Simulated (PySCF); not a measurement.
# Hartree-Fock beside MP2: Al2FHO

These are calculations, not measurements. The program is PySCF 2.14.0, an open-source quantum chemistry code, run on an isolated molecule that a program drew, which may never have been made. The molecule is Al2FHO (charge 0, singlet), drawn as the SMILES string `[O]=[Al][AlH][F]`.

The geometry was optimised and harmonic frequencies were computed with HF and MP2, all in the cc-pV(D+d)Z basis, for the commonest isotopes, with a restricted reference for singlets and an unrestricted one otherwise, and a frozen core in MP2. Each result is a local minimum of its method.

Geometry at the HF minimum:
```xyz
5
Al2FHO, angstrom
O    -3.0592   -0.2475   -2.2449
Al   -1.6373   -0.6265   -1.6868
Al    0.7327   -1.1965   -0.8132
F     0.7632   -2.4111    0.3046
H     2.0753   -0.5161   -1.2379
```

Lengths of the bonds as drawn, in Å (atoms numbered as above):
```
   bond     HF    MP2
 O1-Al2  1.574  1.634
Al2-Al3  2.589  2.584
 Al3-F4  1.651  1.672
 Al3-H5  1.564  1.568
```

Rotational constants, in GHz:
| constant | HF | MP2 |
|---|---|---|
| A | 20.3 | 20.14 |
| B | 1.619 | 1.582 |
| C | 1.5 | 1.467 |

Harmonic frequencies in cm^-1, each column in rising order, so a row needn't be the same motion in every method:
| rank | HF | MP2 |
|---|---|---|
| 1 | 110 | 96 |
| 2 | 147 | 119 |
| 3 | 198 | 176 |
| 4 | 340 | 328 |
| 5 | 459 | 441 |
| 6 | 681 | 652 |
| 7 | 854 | ? |
| 8 | 1201 | 1021 |
| 9 | 2056 | 2012 |

**Estimate the missing MP2 frequency from the HF column.**

A single factor s that minimises the squared misfit of MP2 against s times HF over the other rows is sum(HF x MP2) / sum(HF^2) = 0.9466, with an rms misfit of 48 cm^-1. For rank 7 it gives 0.9466 x 854 = 808 cm^-1. The calculation gives 826 cm^-1, 18 cm^-1 above the estimate. The drawn bonds are on average 1.3 % longer in MP2 than in HF.
